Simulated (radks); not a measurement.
Species: Ru XXXVIII. Configuration: [He] 2s2 2p3 (the NIST ground configuration).

Calculated with a radial shooting solver on a logarithmic mesh with Libxc functionals: Dirac Kohn-Sham, PBE, spin-unpolarised, spherical densities, finite nucleus; open shells fill j = l - 1/2 first; Fermi nuclear charge, rms radius 4.4809 fm.

Energy parts (eV):
part                       energy
total                  -82645.500
kinetic                 87212.683
electron-nucleus      -175037.129
Hartree                  6662.602
exchange-correlation    -1483.656

Orbitals (lengths in bohr, moments of r in powers of bohr):
| orbital | occ. | eigenvalue (eV) | <1/r> | <r> | small-component weight |
|---|---|---|---|---|---|
| 1s1/2 | 2 | -24678.45 | 45.96 | 0.03335 | 2.59e-02 |
| 2s1/2 | 2 | -5535.914 | 11.01 | 0.1391 | 5.86e-03 |
| 2p1/2 | 2 | -5374.495 | 10.94 | 0.1173 | 5.81e-03 |
| 2p3/2 | 1 | -5227.941 | 10.38 | 0.1215 | 5.64e-03 |

The highest occupied level is 2p3/2 at -5227.9 eV. For comparison, the ionisation energy in NIST's Atomic Spectra Database is 5330 eV (semi-empirical). In exact Kohn-Sham theory the highest level is minus the ionisation energy, but local and semilocal functionals leave it too shallow, through self-interaction and a potential that decays too fast; potentials with the right tail come closer. Summed over all electrons, <r^2> = 0.09979 bohr^2, which gives a Langevin (diamagnetic) susceptibility term of -0.079 x 10^-6 cm^3/mol. The electron density at the nucleus is 1.091e+05 e/bohr^3. The density falls to 0.001 e/bohr^3 at r = 0.50 bohr.

Beside tabulated values, note that spin-unpolarised runs miss the spin-polarisation part of the exchange energy of open shells.
